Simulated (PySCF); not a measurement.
# Hartree-Fock beside MP2: BCl2H2N

Calculated results; nothing here was measured. The program is PySCF 2.14.0, an open-source quantum chemistry code, run on an isolated molecule that a program drew, which may never have been made. The molecule is BCl2H2N (charge 0, singlet), drawn as the SMILES string `NB(Cl)Cl`.

The geometry was optimised and harmonic frequencies were computed with HF and MP2, all in the cc-pV(D+d)Z basis, for the commonest isotopes, with a restricted reference for singlets and an unrestricted one otherwise, and a frozen core in MP2. Each result is a local minimum of its method.

Geometry at the HF minimum:
```xyz
6
BCl2H2N, angstrom
N    -1.5343    0.2919    2.8413
B    -0.8867   -0.5424    1.9537
Cl   -1.7344   -1.9311    1.2449
Cl    0.8038   -0.2399    1.5069
H    -2.4845    0.1484    3.1127
H    -1.0852    1.0809    3.2572
```

Lengths of the bonds as drawn, in Å (atoms numbered as above):
| bond | HF | MP2 |
|---|---|---|
| N1-B2 | 1.380 | 1.393 |
| B2-Cl3 | 1.775 | 1.770 |
| B2-Cl4 | 1.775 | 1.770 |
| N1-H5 | 0.999 | 1.013 |
| N1-H6 | 0.999 | 1.013 |

Rotational constants, in GHz:
| constant | HF | MP2 |
|---|---|---|
| A | 6.808 | 6.797 |
| B | 3.058 | 3.053 |
| C | 2.11 | 2.107 |

Harmonic frequencies in cm^-1, each column in rising order, so a row needn't be the same motion in every method:
| rank | HF | MP2 |
|---|---|---|
| 1 | 278 | 269 |
| 2 | 344 | 327 |
| 3 | 485 | 456 |
| 4 | 559 | ? |
| 5 | 584 | 576 |
| 6 | 606 | 597 |
| 7 | 837 | 812 |
| 8 | 1159 | 1109 |
| 9 | 1420 | 1372 |
| 10 | 1738 | 1612 |
| 11 | 3819 | 3637 |
| 12 | 3932 | 3764 |

**Estimate the missing MP2 frequency from the HF column.**

A single factor s that minimises the squared misfit of MP2 against s times HF over the other rows is sum(HF x MP2) / sum(HF^2) = 0.9542, with an rms misfit of 18 cm^-1. For rank 4 it gives 0.9542 x 559 = 533 cm^-1. The calculation gives 510 cm^-1, 23 cm^-1 below the estimate. The drawn bonds are on average 0.6 % longer in MP2 than in HF.
